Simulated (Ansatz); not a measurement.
Stepwise reaction of `[NH2][In]([NH2])[Br]` with water, as a gas-phase model of exchange steps in deposition or etching. ΔE in kJ/mol.

Gas-phase electronic energies from Ansatz, PBE0-D4/def2-TZVP geometries. CBS: MP2 limit from def2 TZ/QZ plus the TZ coupled-cluster correction, frozen cores. This one scheme is used for every species. Functionals use def2-TZVPP. B3LYP here is the variant with VWN-RPA as its local correlation; programs differ in this. def2 core potentials past Kr. For Br, In outer-core shells are correlated without core-valence functions, which leaves a few kJ/mol of doubt a bond. Scalar relativity is left out up to krypton. One conformer a species, not always the lowest.

```
step                                                    reaction  PBE-D4  B3LYP-D4  ωB97M-V  CCSD(T)/CBS
   1  `[NH2][In]([NH2])[Br]` + H₂O → `[NH2][In]([OH])[Br]` + NH₃   -22.6     -22.5    -20.5        -17.1
   2    `[NH2][In]([OH])[Br]` + H₂O → `[OH][In]([OH])[Br]` + NH₃   -14.0     -14.2    -12.5         -9.8
```

By hand: ΔE of the 2 steps together at CCSD(T)/CBS.

(-17.1) + (-9.8) = -26.9 kJ/mol, or -13.5 kJ/mol a step.

In ΔE each step is higher than the one before. All are downhill at CCSD(T)/CBS. PBE-D4 differs from CCSD(T)/CBS by -5.5 to -4.2 kJ/mol a step. Isolated molecules leave out the surface, adducts and barriers. Largest T1 diagnostic: 0.014.
